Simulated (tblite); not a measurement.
Species: C7H12GeO.
Atom-mapped SMILES: `[CH3:1][CH2:2][C:3]1=[C:4]([O:5][CH3:6])[GeH2:7][CH:8]=[CH:9]1` (hydrogens: H10, H11, H12 on C1; H13, H14 on C2; H15, H16, H17 on C6; H18, H19 on Ge7; H20 on C8; H21 on C9)

Computed with GFN2-xTB (tblite), gas phase: L-BFGS steps from a force-field or distance-geometry start until the largest atomic force falls under 0.01 eV/Å.

Step 3: E = -735.4862 eV
```
atom  x, y, z in Å  |  force x, y, z in eV/Å
C1      2.5123    0.1049    0.9709    0.026  -0.062  -0.223
C2      1.9494   -0.0838   -0.4364   -0.273  -0.042  -0.075
C3      0.5194   -0.5572   -0.3784   -0.051  -0.021   0.063
C4     -0.5351    0.2905   -0.2453   -0.068  -0.105   0.038
O5     -0.3890    1.6464   -0.1860    0.089   0.046  -0.027
C6     -1.5422    2.4409   -0.0371    0.074  -0.066  -0.110
Ge7    -2.2000   -0.7655   -0.1404    0.462   0.014  -0.074
C8     -1.0984   -2.3458   -0.2780    0.177   0.174  -0.017
C9      0.1969   -1.9910   -0.3816   -0.310   0.035   0.011
H10     1.9257    0.8278    1.5179   -0.139   0.170   0.096
H11     3.5345    0.4536    0.9116    0.209   0.072   0.051
H12     2.4924   -0.8342    1.5067    0.006  -0.189   0.140
H13     2.5631   -0.8034   -0.9800   -0.007  -0.068  -0.017
H14     1.9825    0.8668   -0.9730   -0.007   0.017   0.042
H15    -1.2102    3.4785   -0.0201    0.150  -0.012  -0.014
H16    -2.2463    2.3314   -0.8728    0.082  -0.204   0.001
H17    -2.0739    2.2462    0.8999    0.037  -0.220   0.044
H18    -2.8500   -0.6308    1.2035   -0.286   0.092  -0.128
H19    -3.0635   -0.5420   -1.3483   -0.238   0.065   0.213
H20    -1.4503   -3.3579   -0.2699    0.158  -0.245  -0.024
H21     0.9737   -2.7586   -0.4637   -0.091   0.551   0.011
```

Step 4: E = -735.5117 eV
```
atom  x, y, z in Å  |  force x, y, z in eV/Å
C1      2.5131    0.1037    0.9650   -0.029  -0.007   0.034
C2      1.9447   -0.0862   -0.4355   -0.134  -0.058  -0.168
C3      0.5152   -0.5513   -0.3778   -0.118  -0.108   0.083
C4     -0.5373    0.2982   -0.2425    0.093  -0.129   0.000
O5     -0.3793    1.6549   -0.1878   -0.037  -0.209  -0.022
C6     -1.5370    2.4334   -0.0396    0.006   0.059   0.004
Ge7    -2.1955   -0.7672   -0.1407    0.363   0.094  -0.062
C8     -1.0990   -2.3470   -0.2784   -0.080  -0.104   0.000
C9      0.1890   -1.9847   -0.3811   -0.011   0.115  -0.010
H10     1.9260    0.8274    1.5172   -0.092   0.114   0.035
H11     3.5357    0.4539    0.9151    0.194   0.063  -0.006
H12     2.4928   -0.8326    1.5075    0.009  -0.188   0.114
H13     2.5629   -0.8044   -0.9808   -0.080  -0.046   0.003
H14     1.9806    0.8635   -0.9693   -0.007   0.081  -0.013
H15    -1.2058    3.4668   -0.0212    0.135   0.166  -0.008
H16    -2.2433    2.3258   -0.8706    0.064  -0.231  -0.076
H17    -2.0726    2.2407    0.8979    0.086  -0.237   0.021
H18    -2.8581   -0.6277    1.1924   -0.286   0.087  -0.060
H19    -3.0698   -0.5402   -1.3359   -0.243   0.068   0.149
H20    -1.4446   -3.3697   -0.2709    0.217   0.023  -0.023
H21     0.9733   -2.7405   -0.4636   -0.048   0.448   0.005
```

Step 5: E = -735.5380 eV
```
atom  x, y, z in Å  |  force x, y, z in eV/Å
C1      2.5134    0.1024    0.9602   -0.033   0.016   0.233
C2      1.9377   -0.0900   -0.4379    0.029   0.000  -0.097
C3      0.5071   -0.5459   -0.3754    0.163  -0.261   0.038
C4     -0.5365    0.3034   -0.2395    0.005   0.060  -0.007
O5     -0.3696    1.6599   -0.1903   -0.129  -0.365  -0.010
C6     -1.5311    2.4266   -0.0418   -0.038   0.134   0.082
Ge7    -2.1843   -0.7672   -0.1421    0.052   0.136  -0.005
C8     -1.1026   -2.3513   -0.2787   -0.010  -0.159  -0.007
C9      0.1817   -1.9755   -0.3808   -0.080   0.126   0.006
H10     1.9249    0.8288    1.5168   -0.018   0.021  -0.045
H11     3.5401    0.4552    0.9188    0.049   0.008  -0.059
H12     2.4935   -0.8340    1.5102    0.010  -0.093   0.039
H13     2.5608   -0.8064   -0.9816   -0.141  -0.046  -0.005
H14     1.9783    0.8616   -0.9656   -0.018   0.102  -0.063
H15    -1.1982    3.4574   -0.0226    0.084   0.261  -0.002
H16    -2.2388    2.3149   -0.8699    0.062  -0.219  -0.116
H17    -2.0691    2.2298    0.8959    0.133  -0.218  -0.010
H18    -2.8727   -0.6224    1.1787   -0.238   0.077  -0.038
H19    -3.0815   -0.5368   -1.3191   -0.208   0.067   0.100
H20    -1.4339   -3.3818   -0.2724    0.204   0.151  -0.021
H21     0.9720   -2.7118   -0.4635    0.122   0.201  -0.016
```

Q: Estimate the geometry and energy of step 6. (The exact step hangs on the optimiser's Hessian estimate; all steps are aligned on step 5, rigid shifts and turns removed.)

A: E = -735.5553 eV, largest force 0.263 eV/Å
```
atom  x, y, z in Å  |  force x, y, z in eV/Å
C1      2.5138    0.1013    0.9602   -0.028   0.022   0.233
C2      1.9327   -0.0923   -0.4403    0.194   0.047   0.020
C3      0.5053   -0.5464   -0.3732    0.046  -0.073   0.025
C4     -0.5366    0.3071   -0.2375    0.112  -0.074  -0.032
O5     -0.3653    1.6577   -0.1921   -0.140  -0.222   0.008
C6     -1.5276    2.4243   -0.0424   -0.021   0.128   0.068
Ge7    -2.1754   -0.7648   -0.1431   -0.217   0.096   0.041
C8     -1.1040   -2.3550   -0.2792   -0.106  -0.123   0.003
C9      0.1741   -1.9681   -0.3804    0.112   0.063  -0.001
H10     1.9234    0.8306    1.5159    0.031  -0.041  -0.077
H11     3.5437    0.4562    0.9203   -0.070  -0.037  -0.074
H12     2.4942   -0.8368    1.5129    0.010  -0.008  -0.011
H13     2.5571   -0.8090   -0.9825   -0.151  -0.036  -0.012
H14     1.9764    0.8621   -0.9642   -0.030   0.068  -0.068
H15    -1.1915    3.4556   -0.0235    0.020   0.207   0.002
H16    -2.2343    2.3033   -0.8713    0.077  -0.167  -0.091
H17    -2.0643    2.2182    0.8946    0.142  -0.166  -0.022
H18    -2.8873   -0.6173    1.1685   -0.181   0.068  -0.041
H19    -3.0936   -0.5332   -1.3056   -0.163   0.065   0.075
H20    -1.4230   -3.3886   -0.2739    0.161   0.159  -0.019
H21     0.9733   -2.6878   -0.4637    0.203   0.023  -0.027
```

The energy changes by -0.0173 eV. The first-order estimate −F·Δx gives -0.0250 eV and the mean of the old and new forces, exact on a quadratic surface, -0.0173 eV. The step makes an angle of 56° with the force vector and moves no atom by more than 0.024 Å.

What follows is the cost of the whole relaxation. Hardware: one thread of an Arm Neoverse N1, on a shared host. Cost: 1.3 s wall.
